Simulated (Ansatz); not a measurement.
Isomers of Al2B5 (doublet), relaxed with PBE0-D4/def2-SVP; total energies from Ansatz at PBE0-D4/def2-TZVP.

| isomer | description | energy (Eh) |
| --- | --- | --- |
| A | point group D2h; 6 × B–B 1.54 to 1.70 Å; 6 × Al–B 2.08 to 2.20 Å | -608.55814 |
| B | point group not assigned; 9 × Al–B 2.17 to 2.46 Å; 5 × B–B 1.58 to 1.61 Å | -608.54974 |
| C | point group Cs; 7 × B–B 1.57 to 1.71 Å; 7 × Al–B 2.09 to 2.38 Å | -608.56826 |

The isomers come from a short search, and lower ones may exist.

Work out the relative energies (1 Eh = 2625.5 kJ/mol) and the Boltzmann populations at 298 K from electronic energies alone (R = 8.314 J/mol/K).

ΔE: A 26.6, B 48.6, C 0.0 kJ/mol. RT = 2.48 kJ/mol. Factors exp(−ΔE/RT): A 2.2e-05, B 3.08e-09, C 1; sum 1.000. Populations: A 0.0 %, B 0.0 %, C 100.0 %. Zero-point energy, vibrational entropy and symmetry numbers are left out and can shift these; an error of 4 kJ/mol changes a ratio by a factor of 5.0. Over the other density-functional and correlated levels in def2 sets, the gap between C and A ranges from 17 to 24 kJ/mol.
